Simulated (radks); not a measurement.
Question: Os4+, configuration [Xe] 4f14 5d4. Calculated with a radial shooting solver on a logarithmic mesh with Libxc functionals: scalar-relativistic Kohn-Sham, TASK exchange with Perdew-Wang LDA correlation, spin-polarised, spherical densities, finite nucleus; open shells are filled with parallel spins first (spin-orbit coupling, left out, can overturn this in heavy ions); meta-GGA in the generalised Kohn-Sham scheme; Fermi nuclear charge, rms radius 5.4126 fm. Some entries of the table are withheld. Estimate them.

| orbital | occ. | eigenvalue (Ry) | r(max) (bohr) |
|---|---|---|---|
| 1s down | 1 | -5438.477 | 0.01103 |
| 1s up | 1 | -5438.475 | 0.01103 |
| 2s up | 1 | -952.5570 | 0.06342 |
| 2s down | 1 | -952.5252 | 0.06342 |
| 2p up | 3 | -829.9930 | 0.05220 |
| 2p down | 3 | -829.9679 | 0.05220 |
| 3s up | 1 | -225.1406 | 0.1788 |
| 3s down | 1 | -225.1313 | 0.1788 |
| 3p up | 3 | -189.0307 | 0.1774 |
| 3p down | 3 | -189.0203 | 0.1774 |
| 3d up | 5 | -148.5114 | 0.1445 |
| 3d down | 5 | -148.4902 | 0.1445 |
| 4s up | 1 | -50.67342 | 0.4053 |
| 4s down | 1 | -50.65272 | 0.4053 |
| 4p up | 3 | -38.76344 | 0.4255 |
| 4p down | 3 | -38.74491 | 0.4256 |
| 4d up | 5 | -23.88586 | 0.4349 |
| 4d down | 5 | -23.86154 | 0.4350 |
| 5s up | 1 | -10.45283 | 0.9166 |
| 5s down | 1 | -10.26807 | 0.9109 |
| 5p up | 3 | -7.34925 | 1.031 |
| 4f up | 7 | -7.29978 | (1) |
| 4f down | 7 | -7.24632 | (2) |
| 5p down | 3 | -7.06790 | 1.019 |
| 5d up | 4 | -3.67687 | 1.290 |

Answer: 
(1) 4f up r(max) (bohr): 0.4061
(2) 4f down r(max) (bohr): 0.4059
